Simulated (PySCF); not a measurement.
# Does the structure fit the spectrum?

A compound C₇H₁₄OSi gives the data below (simulated from a calculation) and was assigned the structure `C=C/C(=C\CO[SiH3])CC`.

13C{1H} NMR (computed): δ 154.2 (C), 151.3 (C), 118.9 (CH2), 115.5 (CH2), 76.6 (CH2), 58.0 (CH3), 20.4 (CH2).

1H NMR (400 MHz, computed): δ 5.85 (br s, 1H), 5.67 (br s, 1H), 5.21 (br s, 1H), 4.94 (br s, 1H), 4.33 (s, 2H), 4.02 (t, 3H), 3.39 (s, 3H), 2.01 (q, 2H).

[PySCF 2.14: GFN2-xTB structure; NMR shieldings at PBE0/pcSseg-1/GIAO; one averaged value for each set of equivalent atoms; no solvent model; no relativistic terms; one conformer]

Chemical shifts δ = σref − σ; 1H and 13C against TMS, all at this level.

(1) Compare with the shifts computed for the proposed structure, pairing carbons in order of shift.

(2) Which isomer fits?

## Answers

(1) Atom-mapped SMILES (the numbers label the heavy atoms): `[CH2:1]=[CH:2]/[C:3](=[CH:4]\[CH2:5][O:6][SiH3:7])[CH2:8][CH3:9]`; H(Xn) means a hydrogen on atom n.

```tsv
atom	computed for proposal	given list	difference
C3	144.5	154.2	-9.7
C4	142.5	151.3	-8.8
C2	138.8	118.9	+19.9
C1	119.4	115.5	+3.9
C5	66.8	76.6	-9.8
C8	30.7	58.0	-27.3
C9	19.0	20.4	-1.4
```

The rms difference is 14.3 ppm and the largest -27.3 ppm at C8 (allylic sp3 CH2). The carbon types in order of shift don't match either: C, CH, CH, CH2, CH2, CH2, CH3 for the proposal against C, C, CH2, CH2, CH2, CH3, CH2 in the data. The proposal doesn't fit.

(2) SMILES C=C(C[SiH3])C(=C)COC.

Carbon types of the structure: 2 × C, 4 × CH2, 1 × CH3, leaving 3 H on heteroatoms. δC 154.2, 151.3: fully substituted alkene carbon; an sp2 carbon of a C=C bond. δC 118.9, 115.5: terminal =CH2 carbon; as expected for a trigonal carbon in a double bond. δC 76.6: allylic sp3 CH2 bonded to O; pulled downfield by the heteroatom. δC 58.0: methyl carbon bonded to O; pulled downfield by the heteroatom.

Other isomers checked: C=CC/C(=C/CC)O[SiH3] (rms 18.0 ppm).

This is the structure that produced the data.

Shifts are as computed. Against solution values, carbons near 30 ppm lie about +3 ppm off and those near 130 ppm about +5 ppm. Of 1211 compounds with measured shifts, 218 miss one by over three times the rms of a fit or turn the order of signals round; such compounds aren't used in these exercises. No couplings were computed; multiplicities are counted from neighbouring protons, with m where these are inequivalent, close in shift, in a saturated or five-membered ring or joined by F or P, and br s for small geminal =CH2 splittings.
